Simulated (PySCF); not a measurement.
A GIAO shielding run with PySCF 2.14 (density fitting, non-relativistic, gas phase) on `InChI=1S/C2H14O2Si4/c1-2-4-6-7-8(3)5/h3,8H,2,6-7H2,1,5H3/t8-/m1/s1`:

```
$ OMP_NUM_THREADS=1 python probes_run.py task.json out

{"job": {"kind": "nmr", "xc": "PBE0", "basis": "pcSseg-1"}, "charge": 0, "multiplicity": 1}
C     -2.143272     1.398298     1.390553
C     -2.393367     0.562735     0.145197
O     -1.279080    -0.232278    -0.137242
Si    -1.268174    -1.707694    -0.824372
Si     0.986818    -2.078277    -0.742123
Si     2.314207    -0.181689    -1.025904
O      3.903294    -0.574167    -0.877050
Si     1.794268     1.611441     0.346660
H     -1.281436     2.042754     1.240922
H     -1.943490     0.746193     2.237177
H     -3.015843     2.008123     1.608697
H     -3.277520    -0.068887     0.289910
H     -2.583272     1.212148    -0.718644
H     -1.900290    -1.652655    -2.154802
H     -2.164901    -2.600940    -0.070815
H      1.286830    -3.154890    -1.705626
H      1.352165    -2.742709     0.531723
H      2.368305     0.232145    -2.436877
H      4.266773    -0.963673    -0.088442
H      1.309375     1.183500     1.666581
H      2.907741     2.523918     0.645539
H      0.750456     2.455991    -0.241819
```

Hardware: 1 thread of an Arm Neoverse N1, shared host. The job also computes population analyses, field gradients.

Q: How large is the calculation?

A: 98 electrons, 234 basis functions and 1312 auxiliary functions.

Q: How long does it take, and how much memory does it need?

A: 120 s of wall time, with 13 SCF cycles and 4 response iterations; peak memory 1 GiB. Times on a shared host scatter by some tens of per cent.
